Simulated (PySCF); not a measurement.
Dipole moment and polarisability of `CSC[Si@@H](O)SC`

C3H10OS2Si.
Numbering: `[CH3:1][S:2][CH2:3][Si@@H:4]([OH:5])[S:6][CH3:7]` (hydrogens: H8, H9, H10 on C1; H11, H12 on C3; H13 on Si4; H14 on O5; H15, H16, H17 on C7)

Geometry (GFN2-xTB, Å), atoms numbered from 1 in this order:
```
atom  x, y, z in Å
C1    -3.6661    0.1492    0.5026
S2    -2.1259    0.9488   -0.0303
C3    -0.9884   -0.4550    0.1560
Si4    0.7438    0.1342   -0.3288
O5     1.2099    1.4294    0.5284
S6     2.1304   -1.4146    0.1570
C7     3.6637   -0.4648   -0.0602
H8    -3.5561   -0.1971    1.5266
H9    -3.8886   -0.6816   -0.1613
H10   -4.4505    0.8961    0.4423
H11   -1.0366   -0.7885    1.1913
H12   -1.3364   -1.2574   -0.4887
H13    0.8077    0.4388   -1.7566
H14    0.6089    2.1519    0.7005
H15    4.4843   -1.1167    0.2178
H16    3.6354    0.4058    0.5845
H17    3.7576   -0.1663   -1.0987
```

Level: wB97X-D/def2-SVPD (PySCF), static field, nuclei fixed, core orbitals frozen in the response. The polarisability tensor in these axes (au):

```
x   140.78  -7.76  -3.00
y    -7.76  98.39  -2.17
z    -3.00  -2.17  86.87
```

Problem. Give the principal values, the mean and the anisotropy Δα = √{½[(α1 − α2)² + (α2 − α3)² + (α1 − α3)²]}.

Solution. Principal values 86.11, 97.66 and 142.27 au; mean 108.68 au = 16.10 Å³ = 17.92 × 10⁻⁴⁰ C²·m²/J; Δα = 51.37 au (47 % of the mean).

Problem. What is the dipole moment, and where does it point?

Solution. (-1.35, 0.28, 0.29) D, 1.41 D in size, pointing from the negative to the positive side. Measured along this direction, the outermost atoms are H15 at the negative end and H10 at the positive end.

Problem. Directions of the eigenvectors, and the extent of the frame along each?

Solution. Largest value along (0.98, -0.17, -0.05), where the nuclei span 9.15 Å; middle along (0.16, 0.96, -0.24), 3.29 Å; least along (0.09, 0.23, 0.97), 2.75 Å. The response follows the extents in order.

Problem. In TDDFT the mean static polarisability is Σ f/ω² over all singlet excitations (ω in hartree). How much of it do the 8 lowest give? Their energies (eV) and oscillator strengths: 5.48, 0.0003; 5.70, 0.0004; 6.00, 0.0157; 6.46, 0.0205; 6.53, 0.0240; 6.92, 0.0383; 7.08, 0.0226; 7.24, 0.0137.

Solution. They add up to 2.24 au, 2.1 % of the 108.68 au; the largest single term is 0.59 au, from the state at 6.92 eV. Terms in order: 0.01, 0.01, 0.32, 0.36, 0.42, 0.59, 0.33, 0.19 au. Higher excitations give the rest. The strengths listed sum to 0.135.

Problem. What would n − 1 = 2πNα be for an ideal gas of these molecules at 400 K and 1 atm, electronic part alone?

Solution. N = p/kT = 1.8347 × 10¹⁹ cm⁻³, so n − 1 = 2π × N × 16.10 × 10⁻²⁴ cm³ = 1857 × 10⁻⁶ at long wavelengths, for an ideal gas.

Problem. What are the principal values of the traceless quadrupole moment, Θ = ½Σq(3rr − r²1), about the centre of nuclear charge?

Solution. -9.79, -5.08, 14.86 D·Å. The values depend on the origin, since the dipole doesn't vanish. The electronic extent ⟨r²⟩ about the same centre is 1994 bohr², a root-mean-square distance of 2.61 Å for the 82 electrons.

Problem. In a dilute gas of rigid molecules at 500 K, how does the orientational term μ²/3kT compare with the electronic polarisability?

Solution. In Gaussian units μ²/3kT = 9.64 Å³ against 16.10 Å³, a ratio of 0.60; the Debye molar polarisation (4π/3)N_A(α + μ²/3kT) is 64.9 cm³/mol, leaving out the vibrational part.

One conformer (not necessarily the lowest) at the GFN2-xTB geometry, without solvent, vibrations or thermal averaging.
